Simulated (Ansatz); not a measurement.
C3H9GaGe, SMILES `[GaH2][CH]1C[CH2][GeH2]1`, 14 atoms. Charge 0, multiplicity 1. Correlated methods include outer-core shells of Ga, Ge, which these sets cover unevenly. Scalar relativity is left out up to krypton. All runs use 2 threads of an AMD EPYC 7R13 on a shared host and a share of an NVIDIA H100 80 GB. Correlated methods freeze the cores. Open-shell runs search over several starts.

(1) Give the basis size and wall time and peak host memory of each of these runs in Ansatz. RKS PBE0-D4/def2-TZVP relaxation (14 steps); RKS SPW92 (LDA)/def2-TZVPP energy; RHF-CCSD(T)/def2-TZVPP energy; UHF-CCSD(T)/def2-TZVPP energy of the cation; UKS PBE0-D4/def2-TZVPP energy of the cation; RHF-MP2/def2-QZVPP energy; RKS r2SCANh-D4/def2-TZVPP energy; RKS BLYP-D4/def2-TZVPP energy; UHF-MP2/def2-QZVPP energy of the cation; UKS B3LYP-D4/def2-TZVPP energy of the cation; RKS BHLYP-D4/def2-TZVPP energy; UKS ωB97M-V/def2-TZVPP energy of the cation. (An estimate is asked.)

## Answers

(1) The calculation gave: Other jobs shared the machine, so times are rough.

| level | job | functions | wall time | peak host memory (GiB) |
| --- | --- | --- | --- | --- |
| RKS BHLYP-D4/def2-TZVPP | energy | 315 | 1.6 s | 0.85 |
| RKS BLYP-D4/def2-TZVPP | energy | 315 | 2.2 s | 0.83 |
| RKS r2SCANh-D4/def2-TZVPP | energy | 315 | 2.2 s | 0.87 |
| RKS SPW92 (LDA)/def2-TZVPP | energy | 315 | 2.3 s | 0.82 |
| UKS B3LYP-D4/def2-TZVPP | energy of the cation | 315 | 2.9 s | 0.9 |
| UKS PBE0-D4/def2-TZVPP | energy of the cation | 315 | 2.9 s | 0.9 |
| RHF-CCSD(T)/def2-TZVPP | energy | 315 | 4.5 s | 0.86 |
| RHF-MP2/def2-QZVPP | energy | 619 | 5.5 s | 1.2 |
| UKS ωB97M-V/def2-TZVPP | energy of the cation | 315 | 5.5 s | 1.1 |
| UHF-MP2/def2-QZVPP | energy of the cation | 619 | 15 s | 1.4 |
| RKS PBE0-D4/def2-TZVP | relaxation (14 steps) | 243 | 25 s | 0.94 |
| UHF-CCSD(T)/def2-TZVPP | energy of the cation | 315 | 36 s | 1.4 |

B3LYP here is the variant with VWN-RPA as its local correlation; programs differ in this.
